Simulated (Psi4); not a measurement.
Pair of molecules: HF (SMILES F) (first 2 atoms) with C2H3F (SMILES C=CF); geometry from B3LYP-D3(BJ)/def2-TZVP, rigid monomers moved along the line of their centres of mass till H2···F5 is 2.51 Å.
(charge 0, multiplicity 1):
```json
[
 {"atom": "F", "x (Å)": "-0.0997", "y (Å)": "-0.0549", "z (Å)": "-0.3070"},
 {"atom": "H", "x (Å)": "0.0198", "y (Å)": "0.4426", "z (Å)": "0.4722"},
 {"atom": "C", "x (Å)": "-0.2270", "y (Å)": "-1.1685", "z (Å)": "3.5978"},
 {"atom": "C", "x (Å)": "0.0369", "y (Å)": "0.0859", "z (Å)": "3.8867"},
 {"atom": "F", "x (Å)": "0.1990", "y (Å)": "1.0283", "z (Å)": "2.9089"},
 {"atom": "H", "x (Å)": "-0.3280", "y (Å)": "-1.5137", "z (Å)": "2.5781"},
 {"atom": "H", "x (Å)": "-0.3463", "y (Å)": "-1.8755", "z (Å)": "4.4055"},
 {"atom": "H", "x (Å)": "0.1564", "y (Å)": "0.5285", "z (Å)": "4.8646"}
]
```

Computed with Psi4 1.11 with SAPT0/jun-cc-pV(D+d)Z.

Which attractive term is largest, and how does the interaction split up?

electrostatics -12.3, exchange 1.8, induction -1.4, dispersion -1.4, total -13.3 kJ/mol; the largest attraction is electrostatics.
